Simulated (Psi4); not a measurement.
BF3 (SMILES FB(F)F), singlet, geometry from GFN2-xTB; CCSD(T)/cc-pVDZ run with Psi4.

Input for Psi4:
```
memory 2 GB

molecule mol {
0 1
  B    -0.000000    0.000000   -0.000000
  F    -0.006598    1.300362   -0.000881
  F     1.129442   -0.644465    0.003252
  F    -1.122844   -0.655897   -0.002371
}

set basis cc-pvdz
set reference rhf
set freeze_core true
set mp2_type conv
set scf_type pk
set puream true
set d_convergence 1e-8

energy('ccsd(t)')
print_variables()
```

What the program printed (banner, timings and long lists left out):

```
   => Loading Basis Set <=

    Name: CC-PVDZ
    Role: ORBITAL
    Keyword: BASIS

         ---------------------------------------------------------
                                   SCF
               by Justin Turney, Rob Parrish, Andy Simmonett
                          and Daniel G. A. Smith
                              RHF Reference
         ---------------------------------------------------------

  ==> Geometry <==

    Molecular point group: cs
    Full point group: Cs

    Geometry (in Angstrom), charge = 0, multiplicity = 1:

       Center              X                  Y                   Z               Mass
    ------------   -----------------  -----------------  -----------------  -----------------
         B           -0.000000000000     0.000000000000     0.000000000000    11.009305360000
         F           -0.006600181830     1.300362287368     0.000000000000    18.998403162730
         F            1.129446600463    -0.644465142421     0.000000000000    18.998403162730
         F           -1.122846418633    -0.655897144947     0.000000000000    18.998403162730

  Running in cs symmetry.

  Rotational constants: A =      0.34982  B =      0.34982  C =      0.17491 [cm^-1]
  Rotational constants: A =  10487.43132  B =  10487.42618  C =   5243.71437 [MHz]
  Nuclear repulsion =  112.029218727944453

  Charge       = 0
  Multiplicity = 1
  Electrons    = 32
  Nalpha       = 16
  Nbeta        = 16

  ==> Algorithm <==

  SCF Algorithm Type is PK.
  DIIS enabled.
  MOM disabled.
  Fractional occupation disabled.
  Guess Type is SAD.
  Energy threshold   = 1.00e-08
  Density threshold  = 1.00e-08
  Integral threshold = 1.00e-12

  ==> Primary Basis <==

  Basis Set: CC-PVDZ
    Blend: CC-PVDZ
    Number of shells: 24
    Number of basis functions: 56
    Number of Cartesian functions: 60
    Spherical Harmonics?: true
    Max angular momentum: 2

  ==> Integral Setup <==

  Using in-core PK algorithm.
   Calculation information:
      Number of atoms:                   4
      Number of AO shells:              24
      Number of primitives:             88
      Number of atomic orbitals:        60
      Number of basis functions:        56

      Integral cutoff                 1.00e-12
      Number of threads:                 1

  Performing in-core PK
  Using 2548812 doubles for integral storage.
  We computed 44751 shell quartets total.
  Whereas there are 45150 unique shell quartets.

  ==> DiskJK: Disk-Based J/K Matrices <==

[...]
  @RHF Final Energy:  -323.20094565552364
    Total Energy =                       -323.2009456555236397
[...]
              7   4        -0.0059870591

    Largest TIjAb Amplitudes:
     10  10  27  27        -0.0236715259
     11  11  27  27        -0.0236715213
      5   5   4   4        -0.0215657159
      4   4   5   5        -0.0215656974
      9   9  27  27        -0.0212830946
     11  11  32  32        -0.0199854235
     10  10  31  31        -0.0199854171
      3   3   3   3        -0.0142937692
      8   8  12  12        -0.0140220768
      3   5   3   4         0.0134335965

    SCF energy       (wfn)                    = -323.200945655523640
    Reference energy (file100)                = -323.200945655522560

    Opposite-spin MP2 correlation energy      =   -0.459052453326614
    Same-spin MP2 correlation energy          =   -0.176638701598008
    Singles MP2 correlation energy            =   -0.000000000000000
    MP2 correlation energy                    =   -0.635691154924622
      * MP2 total energy                      = -323.836636810447203

    Opposite-spin CCSD correlation energy     =   -0.484706906664182
    Same-spin CCSD correlation energy         =   -0.157196888771712
    Singles CCSD correlation energy           =    0.000000000000000
    CCSD correlation energy                   =   -0.641903795435894
      * CCSD total energy                     = -323.842849450958454

            **************************
            *                        *
            *        CCTRIPLES       *
            *                        *
            **************************

    Wave function   =    CCSD_T
    Reference wfn   =      RHF

    Nuclear Rep. energy (wfn)                =  112.029218727944453
    SCF energy          (wfn)                = -323.200945655523640
    Reference energy    (file100)            = -323.200945655522560
    CCSD energy         (file100)            =   -0.641903795435894
    Total CCSD energy   (file100)            = -323.842849450958454

    Number of ijk index combinations:              364
    Approx. words needed per explicit thread:           78732
    Number of threads for explicit ijk threading:    1

    MKL num_threads set to 1 for explicit threading.

    (T) energy                                =   -0.010697485227069
      * CCSD(T) total energy                  = -323.853546936185523

  Variable Map:
  ----------------------------------------------------------------------------
[...]
  Array Variable Map:
  ----------------------------------------------------------------------------
[...]
[...]
```
